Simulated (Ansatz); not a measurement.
C3H6OSi can be A, `[SiH3]OC1=CC1`, or B, `C=C1[SiH2]C1O`.

Gas-phase electronic energies from Ansatz, PBE0-D4/def2-TZVP geometries. CCSD(T)/CBS adds triple-zeta CCSD(T) − MP2 to the extrapolated MP2 energy (def2 sets, frozen cores). Functionals use def2-TZVPP. B3LYP here is the variant with VWN-RPA as its local correlation; programs differ in this. Each species was taken in one conformer, which may not be the lowest.

A:

Z-matrix (Å, degrees):
```
Si
O 1 1.672
H 1 1.478 2 104.4
H 1 1.483 2 110.2 3 119.3
H 1 1.483 2 110.2 3 -119.3
C 2 1.324 1 121.2 3 -180.0
C 6 1.481 2 144.1 1 0.0
C 6 1.285 2 149.2 1 -180.0
H 7 1.093 6 120.2 2 -75.1
H 7 1.093 6 120.2 2 75.1
H 8 1.074 6 153.2 2 -0.0
```

B:

Z-matrix (Å, degrees):
```
Si
C 1 1.922
C 1 2.414 2 35.3
H 1 1.501 2 102.2 3 -61.9
H 1 1.500 2 104.5 3 44.8
C 2 1.328 1 130.2 3 165.6
O 3 1.341 1 124.0 2 -110.0
H 3 1.082 1 99.2 2 124.6
H 6 1.083 2 121.0 1 8.5
H 6 1.087 2 121.3 1 -173.1
H 7 0.965 3 108.8 1 63.2
```

Question: Which isomer does CCSD(T)/CBS put lower? Give the gap. (Estimate.)

Answer: The calculation gave: A, by 114.5 kJ/mol.

Question: Give E(B) − E(A) in kJ/mol with r2SCAN-D4, B3LYP-D4, MP2/def2-TZVPP, PBE0-D4, B3LYP, HF/def2-TZVPP, B2PLYP. (Estimate.)

Answer: The calculation gave: r2SCAN-D4 95.5, B3LYP-D4 102.1, MP2/def2-TZVPP 128.7, PBE0-D4 105.3, B3LYP 108.1, HF/def2-TZVPP 198.8, B2PLYP 115.4. None reverses the order clearly.

Largest T1 diagnostic: 0.023.

From PBE to PBE0 (25 % exact exchange), in def2-TZVPP and without D4, E(B) − E(A) moves by +32.7 kJ/mol. The D4 term adds −6.0 kJ/mol with B3LYP and −2.9 kJ/mol with PBE0; it sums over pairs of atoms, weighted by their polarisabilities, and B3LYP, whose exchange is more repulsive, gets the larger term.
